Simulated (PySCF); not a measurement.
H₄F₂N₂Si, SMILES `F[Si](F)(N)N`, neutral singlet in the gas phase. 

Cartesian coordinates (Å):
SMILES: N[Si](N)(F)F
```xyz
9

N     -1.1597    -0.8424     0.2546
Si    -0.1579     0.4932     0.0101
N      1.4298    -0.0037    -0.2721
F     -0.3961     1.4259     1.2849
F     -0.5200     1.4378    -1.2262
H     -2.0039    -0.7777     0.7988
H     -1.1631    -1.6269    -0.3752
H      2.0735     0.5588    -0.8033
H      1.8949    -0.6636     0.3282
```
Charge 0, spin multiplicity 1.

All levels are single points at this geometry (B3LYP-D3(BJ)/def2-TZVP); Pople sets use spherical d functions. Orbital energies aren't observables, and empty levels follow the basis.

HF/STO-3G in PySCF gives dipole (D) = 1.29.

Q: Estimate the dipole (D) from each of these levels: B3LYP-D3(BJ)/def2-TZVP in PySCF; PBE-D3(BJ)/def2-TZVP in PySCF; B3LYP/6-31G* in PySCF; SVWN5/6-31G* in PySCF; HF/3-21G in PySCF.

A: 
```
level                            dipole (D)
-------------------------------  ----------
B3LYP-D3(BJ)/def2-TZVP in PySCF        2.54
PBE-D3(BJ)/def2-TZVP in PySCF          2.50
B3LYP/6-31G* in PySCF                  2.51
SVWN5/6-31G* in PySCF                  2.55
HF/3-21G in PySCF                      2.86
```
